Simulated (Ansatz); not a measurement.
C₂H₅AlClF, relaxed with RKS PBE0-D4/def2-TZVP in Ansatz from a PBE-D4/def2-SVP geometry. The force threshold is 0.005 eV/Å; the program also tests the step.

Charge 0, multiplicity 1. The bonds changed during the relaxation, so this is another structure than the one it started from.

Start:

```xyz
10

F    -2.320    0.180   -0.479
C     1.051    0.678   -0.293
Cl    2.318    0.702    0.876
C     0.606   -0.456   -0.891
Al   -1.226   -0.202    0.765
H     0.646    1.677   -0.525
H    -0.172   -0.379   -1.667
H     1.055   -1.438   -0.680
H    -0.899    0.990    1.775
H    -1.060   -1.752    1.119
```

How much energy does the relaxation release, and in how many steps? (An estimate is asked.)

Ansatz gave: 5.24 kJ/mol, in 16 steps, 1 of them rejected.

Which bonds change most? (Best estimate.)

Ansatz gave: F1–Al5 from 1.699 to 1.668 Å; C2–C4 from 1.356 to 1.335 Å; C2–H6 from 1.103 to 1.084 Å; C4–H8 from 1.100 to 1.083 Å.

Give the relaxed structure. (Estimate.)

Computed: 
```xyz
10

F    -2.214    0.427   -0.428
C     1.007    0.682   -0.336
Cl    2.281    0.872    0.785
C     0.648   -0.498   -0.849
Al   -1.238   -0.195    0.774
H     0.533    1.614   -0.622
H    -0.120   -0.529   -1.615
H     1.154   -1.416   -0.579
H    -0.828    0.813    1.921
H    -1.224   -1.770    0.948
```
